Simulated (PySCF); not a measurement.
Au(Cl)(SMe2) (C₂H₆AuClS), SMILES C[S](C)->[Au][Cl], multiplicity 1. Geometry: B3LYP-D3(BJ)/def2-SVP. The multiplicity is an assumed one; other spin states were not compared. The isomer is the one that the SMILES or the coordinates give; other isomers of the formula were not compared. The def2 effective core potentials stand for the cores of Au; spin–orbit coupling is left out.

Computed equilibrium geometry at B3LYP-D3(BJ)/def2-SVP (PySCF confirms it by a frequency run) as bond lengths and angles, and its point group:
point group Cs.
Atoms: Au1 Cl2 C3 S4 C5 H6 H7 H8 H9 H10 H11. Bonds (Å): Au1–Cl2 2.287, Au1–S4 2.344, C3–S4 1.825, C3–H6 1.098, C3–H7 1.099, C3–H8 1.098, S4–C5 1.825, C5–H9 1.098, C5–H10 1.098, C5–H11 1.099. Angles (°): Cl2–Au1–S4 179.9, S4–C3–H6 110.7, S4–C3–H7 108.9, S4–C3–H8 106.8, H6–C3–H7 111.0, H6–C3–H8 109.6, H7–C3–H8 109.8, Au1–S4–C3 105.1, Au1–S4–C5 105.1, C3–S4–C5 100.1, S4–C5–H9 110.7, S4–C5–H10 106.8, S4–C5–H11 108.9, H9–C5–H10 109.6, H9–C5–H11 111.0, H10–C5–H11 109.8.
